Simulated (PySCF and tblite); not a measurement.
The numbers below are computed, except where a source is named.
C₅H₆O₂, numbered as in [CH3:1][O:2][c:3]1[cH:4][cH:5][o:6][cH:7]1.

The ensemble was built from 90 distance-geometry starts (ETKDG and KDG, MMFF94s, GFN2-xTB) and rests on PBE0-D3(BJ)/def2-SVP geometries. Free energies are B3LYP-D3(BJ)/def2-TZVP (IEF-PCM, chloroform) single points with GFN2-xTB rigid-rotor and vibrational terms (modes under about 100 cm⁻¹ blended into free rotors). Symmetry numbers and mirror images are counted. Conformers within 3 kcal/mol (GFN2-xTB free energy) were kept, 8 at most. Run with PySCF (density fitting) and tblite.

Rotational constants are equilibrium values for the commonest isotopes; dipoles come from the energy level named and are polarised by its solvent model.

Torsions listed: C1–O2–C3–C4.

```
conformer  shape  symmetry  weight %
        1  -179°        Cs      91.7
        2    -1°        Cs       8.3
```

Sets of constants, in random order:

| set | A (MHz) | B (MHz) | C (MHz) | abs μa (D) | abs μb (D) | abs μc (D) |
| --- | --- | --- | --- | --- | --- | --- |
| P | 7747 | 2022 | 1620 | 1.28 | 1.90 | 0.01 |
| Q | 7629 | 2051 | 1633 | 0.99 | 0.57 | 0.02 |

Problem. Match each set to its conformer.

Solution. P is conformer 2, Q is conformer 1.
